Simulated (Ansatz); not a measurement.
Relaxation of ClH8NSi2 (12 atoms, charge 0, multiplicity 1), to a largest force component of 0.03 eV/Å in at most 50 steps.

All numbers below come from RKS PBE0-D4/def2-SVP (Ansatz).

```xyz
12
Properties=species:S:1:pos:R:3:forces:R:3
Si -1.436 -0.323 0.661 0.75 -0.97 0.69
N -0.107 -1.347 1.234 -1.25 0.65 -0.29
H -2.132 0.199 1.867 0.01 -0.01 0.00
H -1.102 0.820 -0.234 0.00 -0.03 0.00
Cl -2.689 -1.530 -0.453 -0.02 0.01 -0.03
H 1.270 -0.020 -0.099 0.19 -0.41 0.41
Si 1.308 1.008 -1.120 0.32 0.73 -0.85
H 0.448 -1.865 0.563 0.01 -0.01 0.01
H 0.450 -1.046 2.026 -0.01 0.01 0.01
H 0.420 0.634 -2.262 0.01 0.00 0.03
H 2.705 1.156 -1.637 0.00 0.01 0.01
H 0.865 2.313 -0.547 0.01 0.03 0.00
```

Problem. Where does it end, and by what steps?

Solution. The run converged. After 13 steps the energy has fallen by 0.326 eV; H9 moved furthest, 1.00 Å.

| step | energy less start (eV) | largest force component (eV/Å) | accepted |
| --- | --- | --- | --- |
| 0 | 0.0000 | 1.251 | yes |
| 1 | -0.1790 | 0.627 | yes |
| 2 | -0.2276 | 0.291 | yes |
| 3 | -0.2111 | 0.899 | no |
| 4 | -0.2386 | 0.143 | yes |
| 5 | -0.2466 | 0.224 | yes |
| 6 | -0.2627 | 0.377 | yes |
| 7 | -0.2983 | 0.370 | yes |
| 8 | -0.3216 | 0.094 | yes |
| 9 | -0.2729 | 0.883 | no |
| 10 | -0.3240 | 0.243 | yes |
| 11 | -0.3252 | 0.048 | yes |
| 12 | -0.3256 | 0.056 | yes |
| 13 | -0.3260 | 0.009 | yes |

```xyz
12
Properties=species:S:1:pos:R:3
Si -1.624 -0.448 0.809
N -0.210 -1.266 1.324
H -2.184 0.291 1.970
H -1.265 0.443 -0.325
Cl -3.152 -1.683 0.107
H 1.891 0.172 -0.322
Si 1.647 1.230 -1.345
H 0.401 -1.703 0.642
H -0.207 -1.780 2.198
H 0.781 0.682 -2.430
H 2.952 1.667 -1.926
H 0.970 2.394 -0.702
```

Time of the run: 33 s on 2 threads of AMD EPYC 7B13 (Zen 3), with other jobs on the host, peak memory 0.26 GiB.
